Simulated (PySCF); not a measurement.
## Polarisability and C₆ of Mg (magnesium, neutral)

[Ne] 3s2, closed-shell 1S. Computed with PySCF 2.14 in an uncontracted even-tempered set (20 s from 0.01 bohr⁻², ratio 2.5; 14 p from 0.013 bohr⁻², ratio 2.5; 6 d from 0.16 bohr⁻², ratio 2.7; 6 f from 0.24 bohr⁻², ratio 2.7), with no relativity, point nucleus. Coupled (time-dependent) response in atomic units; α is the mean over directions.

```csv
method,mean α (bohr³),C₆ (like pair),S(−4)
UHF,81.60,766.4,3576
PBE0,75.01,674.5,3041
```

S(−4) is the Cauchy moment in α(ω) = α(0) + S(−4) ω² + …

Reference α: 71.2 ± 0.4 bohr³ (recommended; Schwerdtfeger and Nagle, table of static dipole polarizabilities (2023 update)). Published C₆: 626.0 (Chu and Dalgarno (2004); Tang, Norbeck and Certain (1976)).

Hartree-Fock lies above the reference because it lacks correlation, which contracts the outer shell.

α(iu) at UHF:

| u (hartree) | α(iu) (bohr³) |
| --- | --- |
| 0 | 81.60 |
| 0.0500 | 73.56 |
| 0.100 | 56.89 |
| 0.200 | 30.17 |
| 0.300 | 17.16 |
| 0.500 | 7.450 |
| 0.750 | 3.733 |
| 1.00 | 2.319 |
| 1.50 | 1.240 |
| 2.00 | 0.8232 |
| 3.00 | 0.4749 |
| 5.00 | 0.2332 |

A single London oscillator, α(iu) = α/(1 + u²/ω²), gives C₆ = (3/4) ω α². Matching the computed C₆ needs ω = 4 × 766.4 / (3 × 81.60²) = 0.153 hartree.
